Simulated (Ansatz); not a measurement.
A structure relaxed at PBE-D4/def2-SVP in Ansatz, charge 0, singlet:

Cartesian coordinates in Å:
```
Sn 0.3932 -0.1804 -0.1924
H 1.8371 -0.7374 0.6053
H 0.4999 -0.3311 -1.9243
N 0.0953 1.6730 0.6588
C 1.2017 2.5980 0.8607
C 1.7284 3.3059 -0.3945
H -0.7314 2.1455 0.2733
H 0.8933 3.3685 1.6069
H 2.0364 2.0424 1.3450
H 2.1236 2.5740 -1.1314
H 2.5451 4.0188 -0.1525
H 0.9194 3.8777 -0.8968
N -1.4176 -1.0707 0.2256
C -1.8376 -2.2820 -0.4647
C -1.1523 -3.5827 -0.0268
H -1.6054 -1.1215 1.2341
H -2.9413 -2.3978 -0.3459
H -1.6769 -2.1339 -1.5565
H -0.0569 -3.5388 -0.2083
H -1.5523 -4.4624 -0.5744
H -1.3016 -3.7650 1.0587
```

Task: Give its formula, name or SMILES.

Result: SnH2(NHEt)2 (C4H14N2Sn).

Task: Summarise the bond lengths by kind (pairs closer than 1.2 times the sum of covalent radii, bridged metal pairs left out).

Result: 2 × C–N 1.46 Å; 2 × C–C 1.53 Å; 2 × N–Sn 2.06 Å; 10 × C–H 1.11 to 1.12 Å; 2 × H–Sn 1.74 Å; 2 × H–N 1.03 Å.

In the def2 sets Sn takes a core potential; there is no spin–orbit coupling.
